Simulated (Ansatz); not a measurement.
Molecule: P2H5 (charge +1, singlet). It need not be the lowest isomer of its formula. 
Geometry from a B3LYP-D3(BJ)/def2-TZVP (Ansatz, a program for electronic structure) optimisation:
SMILES: P[PH3+]
```xyz
7

P      1.0537    -0.0456     0.5334
P     -0.9516     0.0721    -0.3813
H      1.6206     0.6030    -0.5947
H      1.2315    -1.3516     0.0068
H     -1.8593    -0.7148     0.3375
H     -1.4421     1.3812    -0.3076
H     -1.0824    -0.3147    -1.7226
```
Charge +1, spin multiplicity 1.

Basis-set convergence of Hartree-Fock and MP2 correlation energies (hartree) with Ansatz. Correlated levels leave the core frozen unless marked. Spin-orbit coupling is left out. Non-relativistic.

```
basis        functions       E(HF)  E(corr, MP2)
-----------  ---------  ----------  ------------
def2-SVPD           88  -683.91697      -0.25631
def2-TZVPPD        181  (withheld)    (withheld)
```

Task: What belongs in the gaps?

Result: 
- def2-TZVPPD, E(HF): -684.15339
- def2-TZVPPD, E(corr, MP2): -0.31092
